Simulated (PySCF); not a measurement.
Correlation energy of Ge (germanium, neutral)

[Ar] 3d10 4s1 4p3, high-spin 5S determinant (an excited configuration). All numbers are calculated (PySCF 2.14, scalar relativity by spin-free X2C-1e, in x2c-TZVPPall with one added diffuse shell each of s, p, d type (7s6p5d1f, 57 functions)). Frozen: [Ne]; 22 electrons correlated.

MP2 pair energies summed by pair of shells (mhartree):

```
 pair   energy  share (%)
3d-3d  -109.17       37.5
3p-3d   -81.07       27.9
3s-3d   -21.26        7.3
3p-3p   -20.36        7.0
3d-4p   -17.23        5.9
4p-4p   -14.41        5.0
3s-3p   -11.28        3.9
3d-4s    -6.34        2.2
4s-4p    -3.64        1.3
3p-4p    -2.45        0.8
3s-3s    -1.49        0.5
3p-4s    -1.44        0.5
3s-4p    -0.48        0.2
3s-4s    -0.17        0.1
```

Total MP2 correlation energy: -290.81 mhartree.

Same-spin part -113.60 and opposite-spin part -177.21 mhartree; SCS-MP2 scales them by 1/3 and 6/5 to -250.51 mhartree.

This basis was not built for core-valence correlation, so the inner-shell part is incomplete.
